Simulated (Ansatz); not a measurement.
Program: Ansatz. Geometries: PBE0-D4/def2-TZVP. ΔE: electronic, gas phase. CBS: MP2 limit from def2 TZ/QZ plus the TZ coupled-cluster correction, frozen cores. This one scheme is used for every species. DFT in def2-TZVPP. B3LYP here is the variant with VWN-RPA as its local correlation; programs differ in this. HSE06 is defined as in plane-wave codes. Elements past krypton have def2 core potentials. For I outer-core shells are correlated without core-valence functions, which leaves a few kJ/mol of doubt a bond. Each species was taken in one conformer, which may not be the lowest.

Consider the ligand exchange at the Si–N bond: `N[Si](F)(Cl)Cl` + HI → `F[Si](Cl)(Cl)I` + NH₃.

```csv
level,ΔE (kJ/mol),difference from CCSD(T)/CBS
PBE-D4,-11.0,-6.8
revPBE-D4,-10.7,-6.5
B97M-V,3.1,7.3
B3LYP-D4,0.3,4.5
ωB97M-V,2.7,6.9
revPBE,-11.0,-6.8
HSE06,-3.7,0.5
CAM-B3LYP,13.6,17.8
HF/def2-TZVPP,17.7,21.9
MP2/def2-TZVPP,-4.1,0.1
CCSD(T)/CBS,-4.2,0
```

Largest T1 diagnostic among the species: 0.010.

At CCSD(T), def2-SVP lies +16.5 kJ/mol from the extrapolated value and def2-TZVPP +9.8 kJ/mol. From BLYP to BHLYP (50 % exact exchange), in def2-TZVPP and without D4, ΔE moves by +10.0 kJ/mol. Leaving LDA and LC-ωPBE aside and taking each functional with its dispersion term where it has one, the values, not all of them listed here, spread over 21.3 kJ/mol, from PBE-D4 to CAM-B3LYP-D4. LDA lies +11.3 kJ/mol from PBE without D4.
